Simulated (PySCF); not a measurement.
Dipole moment and polarisability of `FC(F)(F)CNC1CC1`

Species: C5H8F3N.
Structure used (GFN2-xTB), in Å, numbered top down from 1:
```
atom  x, y, z in Å
F1     1.7147    1.3918    0.5989
C2     2.0396    0.2244    0.0281
F3     3.3735    0.1052    0.1375
F4     1.7723    0.3472   -1.2824
C5     1.3145   -0.9801    0.6517
N6    -0.0670   -1.1278    0.2820
C7    -0.9472   -0.0851    0.7306
C8    -2.2957    0.0500    0.1022
C9    -1.2619    1.1189   -0.1147
H10    1.8639   -1.8738    0.3420
H11    1.3904   -0.8742    1.7380
H12   -0.1652   -1.2668   -0.7187
H13   -0.8693    0.0555    1.8022
H14   -2.5337   -0.5988   -0.7266
H15   -3.1390    0.2656    0.7389
H16   -0.8086    1.1866   -1.0928
H17   -1.3882    2.0734    0.3711
```

Level: PBE0/def2-SVPD (PySCF), static field, nuclei fixed, core orbitals frozen in the response. The polarisability tensor in these axes (au):

```
x   78.71 -2.45  1.33
y   -2.45 65.70 -1.26
z    1.33 -1.26 60.91
```

Q: Give the principal values, the mean and the anisotropy Δα = √{½[(α1 − α2)² + (α2 − α3)² + (α1 − α3)²]}.

A: Principal values 60.58, 65.46 and 79.28 au; mean 68.44 au = 10.14 Å³ = 11.28 × 10⁻⁴⁰ C²·m²/J; Δα = 16.80 au (25 % of the mean).

Q: What is the dipole moment, and where does it point?

A: (-1.16, -0.86, 0.37) D, 1.49 D in size, pointing from the negative to the positive side. Measured along this direction, the outermost atoms are F3 at the negative end and H15 at the positive end.

Q: Sum over states: ᾱ = Σ f/ω², ω in Eh. What share falls to these 6 lowest TDDFT singlets (eV, f)? 6.12, 0.0090; 6.48, 0.0058; 6.77, 0.0050; 7.10, 0.0116; 7.49, 0.0078; 7.70, 0.0194.

A: They add up to 0.88 au, 1.3 % of the 68.44 au; the largest single term is 0.24 au, from the state at 7.70 eV. Terms in order: 0.18, 0.10, 0.08, 0.17, 0.10, 0.24 au. Higher excitations give the rest. The strengths listed sum to 0.059.

Q: Along which axes do the principal values lie, and how far do the nuclei extend along each?

A: Largest value along (0.98, -0.18, 0.08), where the nuclei span 6.36 Å; middle along (0.20, 0.96, -0.21), 3.13 Å; least along (-0.04, 0.22, 0.97), 3.05 Å. 

Q: What depolarisation ratio follows for Rayleigh scattering of linearly polarised light, taking the static tensor?

A: ρ = 3Δα²/(45ᾱ² + 4Δα²) = 847.2/(210783 + 1129.6) = 0.004.

Q: Molar refractivity from α?

A: Lorentz–Lorenz: R = (4π/3)N_A α = 2.5225 cm³/(mol·Å³) × 10.14 Å³ = 25.6 cm³/mol, in the limit of long wavelengths.

Geometry: GFN2-xTB, one conformer, isolated molecule.
